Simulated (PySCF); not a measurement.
Harmonic spectrum computed at PBE0 in the def2-TZVP basis family (core potentials from Rb on, PySCF, no spin–orbit coupling):

| symmetry | ω (cm⁻¹) | IR (km/mol) |
| --- | --- | --- |
| a1 | 147 | 0.2 |
| a1 | 367 | 0.1 |
| b2 | 483 | 18.6 |

Task: Which molecule gave it? In each, all ligands are bound to the one heavy central atom.
A. BiSe₂⁺ (singlet)
B. BrSe₂⁺ (singlet)
C. ClSe₂⁺ (singlet)
D. SbSe₂⁺ (singlet)
E. PSe₂⁺ (singlet)

Result: C. It has C2v symmetry with Cl–Se 2.085 Å (×2).
